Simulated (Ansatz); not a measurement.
Consider the formal hydrolysis of the Si–Si bond: `C[SiH2][SiH](F)F` + H₂O → `O[SiH](F)F` + `C[SiH3]`.

Gas-phase electronic energies from Ansatz, PBE0-D4/def2-TZVP geometries. CCSD(T)/CBS adds triple-zeta CCSD(T) − MP2 to the extrapolated MP2 energy (def2 sets, frozen cores). This one scheme is used for every species. DFT in def2-TZVPP. HSE06 is defined as in plane-wave codes. One conformer a species, not always the lowest.

CCSD(T)/CBS gives -134.5 kJ/mol.

(1) Another level gave -125.8 kJ/mol. Which?
A. HSE06-D4/def2-TZVPP
B. revPBE/def2-TZVPP
C. BHLYP-D4/def2-TZVPP
D. BLYP-D4/def2-TZVPP

Largest T1 diagnostic among the species: 0.012.

## Answers

(1) D. BLYP-D4 -125.8, HSE06-D4 -120.6, BHLYP-D4 -142.8, revPBE -113.5 kJ/mol.

In def2-TZVPP, CCSD(T) changes the Hartree–Fock value by +23.6 kJ/mol (the triples alone add +3.2 kJ/mol) and MP2 by +17.5 kJ/mol. The D4 term adds +6.3 kJ/mol with B3LYP and +3.9 kJ/mol with PBE0; it sums over pairs of atoms, weighted by their polarisabilities, and B3LYP, whose exchange is more repulsive, gets the larger term.

B3LYP here is the variant with VWN-RPA as its local correlation; programs differ in this.
